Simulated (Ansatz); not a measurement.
`CCCC(=O)OC` + `[OH][In]([SH])[SH]` → `C[O][In]([SH])[SH]` + `CCCC(=O)O`  (substitution at a C–O bond)

Isolated molecules relaxed with PBE0-D4/def2-TZVP in Ansatz; ΔE leaves out vibrations. CCSD(T)/CBS is the MP2 limit (def2-TZVPP, def2-QZVPP) plus CCSD(T) − MP2 in def2-TZVPP, frozen cores. Functionals use def2-TZVPP. def2 core potentials past Kr. For In outer-core shells are correlated without core-valence functions, which leaves a few kJ/mol of doubt a bond. Each species was taken in one conformer, which may not be the lowest.

```csv
level,ΔE (kJ/mol)
r2SCAN,20.6
PBE0,20.6
MP2/def2-TZVPP,20.3
CCSD/def2-TZVPP,20.5
```

Question: What does CCSD(T)/CBS give? (Estimate.)

Answer: Computed: +20.5 kJ/mol. The listed levels differ from it by 0.1, 0.1, -0.2, 0.0 kJ/mol.

Largest T1 diagnostic among the species: 0.015.

The D4 term adds −3.1 kJ/mol with B3LYP and −1.8 kJ/mol with PBE0; it sums over pairs of atoms, weighted by their polarisabilities, and B3LYP, whose exchange is more repulsive, gets the larger term.

B3LYP here is the variant with VWN-RPA as its local correlation; programs differ in this.
